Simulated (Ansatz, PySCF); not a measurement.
PySCF was given this input:
```python
from pyscf import gto, scf, cc

mol = gto.Mole()
mol.atom = '''
    S     0.000000    0.000000    0.000000
'''
mol.basis = 'cc-pvdz'
mol.charge = 0
mol.spin = 2
mol.verbose = 4
mol.build()

mf = scf.UHF(mol)
mf.kernel()

mycc = cc.CCSD(mf, frozen=5)
mycc.kernel()
et = mycc.ccsd_t()
print('E(CCSD(T)) = %.10f' % (mycc.e_tot + et))
```

Question: Give the equivalent Ansatz (a program for electronic structure) input.

Answer: This is not unique; one that fits is 
Ansatz 0.2 input:
```yaml
crystal:
  periodic: [false, false, false]
  atoms:
    - {symbol: S, position_ang: [0.00000000, 0.00000000, 0.00000000]}
basis:
  gaussian:
    orbitals: cc-pVDZ
magnetization: {spin_polarized: true, initial_magnetization: 2}
correlation: {method: ccsd_t, electrons: outside_noble_gas}
accuracy: high
```

Both were run: PySCF gave -397.600553 Eh and Ansatz -397.600553 Eh, 0.000 mEh apart.
